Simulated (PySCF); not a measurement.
C₉H₇F₃, SMILES C=Cc1cccc(C(F)(F)F)c1 (GFN2-xTB optimised geometry):

```
19

C      2.554     0.255     0.001
C      1.720    -0.778     0.000
C      0.262    -0.719     0.000
C     -0.464    -1.912     0.000
C     -1.846    -1.912     0.000
C     -2.542    -0.716     0.000
C     -1.828     0.477     0.001
C     -2.600     1.765    -0.011
F     -3.269     1.943    -1.168
F     -3.529     1.813     0.961
F     -1.831     2.852     0.147
C     -0.444     0.484    -0.001
H      3.621     0.108     0.000
H      2.222     1.278     0.002
H      2.126    -1.781    -0.001
H      0.068    -2.852     0.000
H     -2.387    -2.846     0.000
H     -3.621    -0.699     0.001
H      0.081     1.426    -0.001
```

Level of theory: B3LYP/def2-SVP in PySCF 2.14.0.

Problem. What are the frontier orbital energies and the dipole moment?

Solution. HOMO-2 -8.80 eV, HOMO-1 -7.65 eV, HOMO -6.72 eV, LUMO -1.53 eV, LUMO+1 -0.93 eV; dipole moment 2.76 D.

Meta-Löwdin charges at B3LYP/def2-SVP: C1 -0.21, C2 -0.09, C3 0.02, C4 -0.09, C5 -0.09, C6 -0.10, C7 -0.03, C8 0.75, F9 -0.27, F10 -0.27, F11 -0.26, C12 -0.10, H13 0.11, H14 0.10, H15 0.10, H16 0.10, H17 0.11, H18 0.11, H19 0.11.
